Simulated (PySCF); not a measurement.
# A bond scan of AlClHN

These are calculations, not measurements. They come from PySCF 2.14.0, an open-source quantum chemistry program, on an isolated molecule that a program drew, which may never have been made. The molecule is AlClHN (charge 0, singlet), drawn as the SMILES string `[NH]=[Al][Cl]`.

The structure below is the HF double-zeta minimum with every atom moved a little at random, so it isn't optimised. Bond Al2-Cl3 is then set to each length in the table by shifting atom 3 along it, with nothing else relaxed.
```xyz
4
AlClHN, angstrom
N    -0.3450   -1.7132    1.0698
Al    0.8747   -2.7437    1.0222
Cl    2.3648   -4.1223    0.9843
H    -1.1645   -1.0869    1.2634
```

E is the energy above the same method's energy at the HF double-zeta minimum. IE is the energy to remove one electron at fixed geometry, to the doublet state of charge +1, as a difference of total energies. The basis family is cc-pV(n+d)Z, with UHF for radicals and no spin-orbit coupling. Best is HF at quadruple zeta, plus MP2 correlation extrapolated from triple and quadruple zeta, plus CCSD(T) minus MP2 at triple zeta, with a frozen core. The other columns are at triple zeta.

| bond (Å) | E MP2 (kcal/mol) | E HF (kcal/mol) | E CCSD(T) (kcal/mol) | E best (kcal/mol) | IE MP2 (eV) | IE HF (eV) | IE CCSD(T) (eV) | IE best (eV) | T1 |
|---|---|---|---|---|---|---|---|---|---|
| 1.9534 | 4.38 | 5.50 | 4.55 | 4.13 | 8.820 | 6.856 | 8.614 | 8.833 | 0.016 |
| 2.0304 | ? | ? | ? | ? | ? | ? | ? | ? | ? |
| 2.2914 | 9.24 | 12.22 | 9.08 | 9.66 | 9.217 | 7.263 | 8.991 | 9.210 | 0.018 |
| 2.4874 | 23.58 | 27.75 | 23.11 | 23.83 | 9.403 | 7.450 | 9.152 | 9.375 | 0.018 |
| 2.5024 | 24.80 | 29.05 | 24.29 | 25.02 | 9.416 | 7.463 | 9.162 | 9.385 | 0.019 |
| 2.5544 | 29.06 | 33.64 | 28.45 | 29.16 | 9.465 | 7.504 | 9.195 | 9.420 | 0.019 |

T1 is the CCSD diagnostic of the starting molecule.

**Estimate the best E and IE at 2.0304 Å from the other rows.**

A least-squares cubic in the inverse of the bond length through the other values of E best gives 1.36 kcal/mol there. A least-squares quadratic in the bond length through IE best gives 8.930 eV. The calculation gives 1.38 kcal/mol and 8.927 eV, so the fits miss by 0.02 kcal/mol and 0.003 eV. The same recipe one zeta lower moves these two values by 0.09 kcal/mol and 0.09 eV, a gauge of their own error. The rest of the row: E is 1.37 (MP2), 2.89 (HF), 1.49 (CCSD(T)); IE is 8.917 (MP2), 6.956 (HF), 8.708 (CCSD(T)); T1 is 0.017.
